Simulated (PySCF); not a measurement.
# LiBi and its ions

UHF-CCSD; PySCF, scalar-relativistic core potentials, basis sets Li aug-cc-pVDZ, Bi aug-cc-pVDZ-PP with ECP60. Neutral (UHF): triplet (π ↑↑), Re = 2.725 Å, ωe = 357 cm⁻¹, De = 1.16 eV.

LiBi⁺ (UHF): quartet (σ ↑, π ↑↑), Re = 3.043 Å, ωe = 210 cm⁻¹. The energies at the minima are -221.14520 hartree for LiBi and -220.92511 for LiBi⁺.

Problem. Work out the adiabatic ionisation energy, without and with harmonic zero-point energies (1 hartree = 27.2114 eV, 1 eV = 8065.5 cm⁻¹), and the change of the bond length.

Solution. At UHF-CCSD: 0.22009 hartree = 5.989 eV between the minima; the zero-point term (210.0 − 357.0)/2 cm⁻¹ = -0.009 eV makes it 5.980 eV. Re changes by +31.8 pm against the neutral. The electron leaves a σ orbital, and the ion is left as a loose complex of an ion and an atom.

Correlated steps freeze 4 core orbitals. Correlated levels converge slowly with the basis: in double zeta they bind strong bonds too weakly, by up to about 1 eV, and carry superposition errors of some tenths. These are scalar-relativistic numbers at best; spin–orbit coupling would shift them, the dissociation energy most. States were picked by a PBE0 search and need not be the measured ground states.
